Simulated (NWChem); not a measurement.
Species: CH₂ClF; SMILES FCCl

Results from NWChem. Coordinates come from a PBE0/def2-SVP optimisation. Level: B3LYP/def2-SVP with COSMO at NWChem's default radii, gas-phase geometry; rows give the dielectric constant.

| dielectric constant | electrostatic solvation energy (kcal/mol) | dipole in solution (D) |
|---|---|---|
| 1.5 | -0.9 | 1.86 |
| 2.0 | -1.4 | 1.93 |
| 2.4 | -1.7 | 1.96 |
| 46.7 | -3.0 | 2.15 |
| 78.4 | -3.1 | 2.15 |
